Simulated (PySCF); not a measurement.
Isomers of C4H14O2Si3, one GFN2-xTB conformer each. Single-point energies are computed at PBE0/pcSseg-1 (PySCF, gas phase, no added dispersion term), electronic only.

```tsv
SMILES	GFN2-xTB relative energy (kcal/mol)
C=C(C)[Si@](O)(C[SiH3])O[SiH3]	0.0
C=C(C)[SiH2][Si@H](OC)O[SiH3]	1.3
```

Conformers: `[CH2:1]=[C:2]([CH3:3])[Si@:4]([OH:5])([CH2:6][SiH3:7])[O:8][SiH3:9]` with C1–C2–Si4–O5 30°, C2–Si4–O5–H 67°, C2–Si4–C6–Si7 -50°, C2–Si4–O8–Si9 99°; `[CH2:1]=[C:2]([CH3:3])[SiH2:4][Si@H:5]([O:6][CH3:7])[O:8][SiH3:9]` with C1–C2–Si4–Si5 -116°, C2–Si4–Si5–O6 -93°, Si4–Si5–O6–C7 -162°, Si4–Si5–O8–Si9 72°.

Question: What does PBE0/pcSseg-1 give for the same structures?

Answer: 
```tsv
SMILES	PBE0/pcSseg-1 E (Eh)	PBE0/pcSseg-1 (kcal/mol)	GFN2-xTB (kcal/mol)	point group
C=C(C)[Si@](O)(C[SiH3])O[SiH3]	-1179.10406	0.0	0.0	C1
C=C(C)[SiH2][Si@H](OC)O[SiH3]	-1179.05815	28.8	1.3	C1
```

Both levels put the same isomer lowest. As drawn, the lower has an O–H bond, which the higher lacks; the higher has an Si–Si bond, which the lower lacks.

Question: Which frontier levels, dipoles and rotational constants go with these structures?

Answer: 
| SMILES | HOMO (eV, PBE0/pcSseg-1) | LUMO (eV) | dipole (D) | A, B, C (MHz) |
| --- | --- | --- | --- | --- |
| C=C(C)[Si@](O)(C[SiH3])O[SiH3] | -7.55 | -0.12 | 0.89 | 914.5, 811.2, 661.5 |
| C=C(C)[SiH2][Si@H](OC)O[SiH3] | -7.26 | -0.34 | 1.30 | 1561, 512.5, 416.1 |
